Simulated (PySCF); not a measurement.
From computed data to an observable: chemical shift, span and skew from a shielding tensor

CH₉FN₂Si₂, SMILES N[SiH2]N[SiH2]CF. Atoms are numbered in the order given.

```xyz
15

N      3.0212     0.1640    -0.4083
Si     1.7144    -0.9604    -0.2882
N      0.5358    -0.3712     0.8504
Si    -1.1956    -0.2509     0.6642
C     -1.6463     1.2283    -0.4473
F     -3.0304     1.3116    -0.5802
H      3.9579    -0.1634    -0.6214
H      2.8787     1.1165    -0.7297
H      0.9059    -1.1940    -1.5266
H      2.3713    -2.2436     0.0993
H      0.9082    -0.0633     1.7467
H     -1.8001    -0.0371     2.0091
H     -1.7711    -1.4758     0.0417
H     -1.1945     1.1196    -1.4513
H     -1.2666     2.1756    -0.0207
```

Coordinates come from a B3LYP-D3(BJ)/def2-SVP optimisation. The structure was generated by enumeration, and PubChem lists no compound with its InChIKey, so it may never have been made. The values are those of a single conformer.

GIAO shieldings from B3LYP/pcSseg-1 (PySCF), non-relativistic, no solvent. The symmetric part of the tensor of Si2 has the principal values 332.6, 380.2, 425.8 ppm. The same nucleus in TMS has σ = 338.7 ppm at this level (PySCF, at its B3LYP-D3(BJ)/def2-TZVP geometry).

Question: Work out the isotropic shielding, the ²⁹Si shift against TMS, the span and the skew.

Answer: 
σ(iso) = (σ11 + σ22 + σ33)/3 = 379.5 ppm. δ = σ(ref) − σ(iso) = 338.7 − (379.5) = -40.8 ppm.
Span Ω = σ33 − σ11 = 93.2 ppm. Skew κ = 3(σ(iso) − σ22)/Ω = -0.02. Tumbling in solution averages the tensor to δ; in a static solid the shielding alone would spread this spin-1/2 line over Ω.
